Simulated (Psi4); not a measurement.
Dimer: C2H4 (SMILES C=C) (first 6 atoms) with N2 (SMILES N#N); geometry from B3LYP-D3(BJ)/def2-TZVP, rigid monomers moved along the line of their centres of mass till C2···N8 is 4.97 Å.
(charge 0, multiplicity 1):
```xyz
8

C     -0.1422     0.7337    -0.1053
C      0.3083    -0.5110    -0.1497
H      0.3621     1.5414    -0.6220
H     -1.0348     0.9960     0.4496
H     -0.1974    -1.3171     0.3677
H      1.2005    -0.7748    -0.7046
N      0.0320    -0.2906     5.2901
N     -0.7797    -0.7183     4.7002
```

The numbers are results of SAPT0/jun-cc-pV(D+d)Z in Psi4 1.11, not measurements.

Give the four SAPT terms and the total, and say what mostly holds the pair together.

electrostatics -0.2, exchange 0.0, induction 0.0, dispersion -0.4, total -0.5 kJ/mol; the largest attraction is dispersion.
